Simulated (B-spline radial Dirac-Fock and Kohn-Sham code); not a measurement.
## Binding energies of Co⁹⁺ at several levels of theory

System: Co⁹⁺, configuration [Ne] 3s2 3p6.

The density-functional columns are spherical, spin-unpolarised Dirac-Kohn-Sham results without Breit or QED terms: −ε is minus the orbital energy of the initial state and ΔSCF the difference of two total energies. The reference in the last column comes from Dirac-Fock energy differences between relaxed states, corrected for Breit and QED terms. All numbers are from a radial B-spline solver, in eV; a selection of levels is shown. For the 1s level of heavy atoms much of the gap between ΔSCF and the reference is the Breit and QED part, -13.0 eV here; for other levels the error of the functional can be larger.

```csv
level,LDA −ε,LDA ΔSCF,Dirac-Fock
K,7796.8,7971.7,7960.1
L1,1124.4,1162.6,1185.0
L2,1006.5,1050.4,1050.6
L3,991.7,1035.1,1036.1
M1,299.0,314.5,322.2
M2,262.5,278.0,276.2
M3,260.0,275.4,273.8
```

For the outermost level NIST gives 275.4 ± 0.4 eV (semi-empirical); the differences from it are LDA −ε -15.35, LDA ΔSCF +0.05, Dirac-Fock -1.59 eV.

Values without a named source are computed, but for edge energies of neutral atoms, which are taken from tables.
